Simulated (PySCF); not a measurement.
Pb(Br)(NH2) (BrH₂NPb), SMILES [NH2][Pb][Br] (connectivity only; charge and spin as stated), neutral, multiplicity 1.

Geometry optimised at r2SCAN-D4/def2-SVP. The def2 effective core potentials stand for the cores of Pb; spin–orbit coupling is left out. Other conformers were not sampled.

Method: TDA-M06-2X/def2-SVPD (PySCF 2.14.0).

Vertical excitations. Gas-phase values at a fixed geometry. State labels are in the subgroup Cs.

Task: List the lowest excited states. (The exact figures need the calculation; the answer reports its results.)

Result: 
```csv
state,symmetry,energy (eV),λ (nm),f,main pairs
S1,A",4.38,283,0.018,HOMO−1→LUMO 93 %
S2,A',4.65,267,0.052,HOMO→LUMO 91 %
S3,A",4.83,257,0.011,HOMO−2→LUMO 94 %
S4,A',5.28,235,0.023,HOMO−3→LUMO 86 %
S5,A",5.35,232,0.019,HOMO→LUMO+1 93 %
S6,A',5.70,218,0.044,HOMO−1→LUMO+1 75 %
S7,A",5.94,209,0.008,"HOMO−3→LUMO+1 48 %, HOMO→LUMO+3 20 %, HOMO−4→LUMO 20 %"
S8,A",6.03,206,0.002,"HOMO−4→LUMO 69 %, HOMO→LUMO+3 18 %"
S9,A",6.20,200,0.025,"HOMO−3→LUMO+1 38 %, HOMO→LUMO+3 22 %, HOMO→LUMO+2 19 %, HOMO−3→LUMO+3 7 %"
S10,A',6.51,190,0.535,HOMO−2→LUMO+1 68 %
T1,A',3.46,358,0,HOMO→LUMO 86 %
T2,A",3.61,344,0,"HOMO−1→LUMO 55 %, HOMO−2→LUMO 34 %"
T3,A",4.64,267,0,"HOMO−2→LUMO 59 %, HOMO−1→LUMO 39 %"
T4,A',4.67,266,0,HOMO−3→LUMO 83 %
```
Triplets are in the Tamm–Dancoff approximation.
